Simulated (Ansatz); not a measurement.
Basis-set extrapolation for C3H9NSi, SMILES `C=C[SiH2]CN` (PBE0-D4/def2-TZVP geometry, frozen core, the Gaussian-basis code of Ansatz). Multiplicity 1, RHF reference.

|  | def2-TZVPP | def2-QZVPP |
| --- | --- | --- |
| HF | -462.274116 | -462.291395 |
| MP2 correlation | -0.841015 | -0.897254 |
| CCSD(T) correlation | -0.933178 | not run |

Energies in hartree. Use E(X) = E(∞) + A·exp(−7.88·√X) for Hartree–Fock and E(X) = E(∞) + B·X^(−2.97) for correlation, with X = 3 and 4, and add CCSD(T) minus MP2 of the smaller set to the MP2 limit.

Q: What is the CCSD(T) energy at the basis-set limit?

A: HF limit: -462.291395 + (-0.017279) × 0.13774 = -462.29378. MP2 limit: -0.897254 + (-0.056239) × 0.74074 = -0.93891. Higher-order term: -0.933178 − (-0.841015) = -0.09216. Total: -463.32485 hartree, 3.20 eV below CCSD(T)/def2-TZVPP.
